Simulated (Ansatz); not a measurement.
ClFZn (`[F][Zn][Cl]`). Charge 0, multiplicity 1. Geometry: relaxed with PBE0-D4/def2-TZVP.

```xyz
3

F    -0.821   -0.216    1.644
Zn   -0.049   -0.013    0.099
Cl    0.870    0.229   -1.743
```

Question: What is the dipole moment at PBE/def2-TZVPP? (An estimate is asked.)

Answer: Computed: 0.65 D, with components (0.29, 0.08, -0.57) D in this frame, pointing from negative to positive charge.

Question: And with r2SCAN, B3LYP, ωB97M-V? (Best estimate.)

Answer: Ansatz gave: r2SCAN 0.62 D, B3LYP 0.71 D, ωB97M-V 0.64 D.

Question: Give the Mulliken charges with PBE, B3LYP, r2SCAN in def2-TZVPP. (An estimate is asked.)

Answer: Computed: 
```tsv
atom	PBE	B3LYP	r2SCAN
F1	-0.42	-0.48	-0.47
Zn2	0.68	0.76	0.77
Cl3	-0.26	-0.29	-0.30
```

B3LYP here is the variant with VWN-RPA as its local correlation; programs differ in this.
